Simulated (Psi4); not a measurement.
CrFO₂, charge +1, singlet, at a GFN2-xTB geometry (such geometries of metal compounds can be far from the true shape) (the multiplicity is a formal guess). Base run: CAM-B3LYP/STO-3G run with Psi4 1.11.

Input for Psi4:
```
memory 2 GB

molecule {
1 1
  Cr    0.12142624    0.18905534    0.16459684
  O     1.30090157   -0.48116846   -0.58007591
  O    -0.53573390   -0.80739456    1.14954741
  F    -1.00395235    0.64124176   -0.94512179
}

set basis sto-3g

energy('cam-b3lyp')
print_variables()
```

Each row names what was changed in the base input (with any setting that the change needs).

| change | ΔE vs base (eV) | point group used | SCF cycles |
|---|---|---|---|
| base | 0.00 | c1 | 14 |
| molecule keys = symmetry c1, no_reorient, no_com | 0.00 | c1 | 14 |
| molecule keys = symmetry c1 | 0.00 | c1 | 14 |
| molecule keys = no_reorient | 0.00 | c1 | 14 |
| jitter_ang = 0.002 | -0.02 | c1 | 14 |
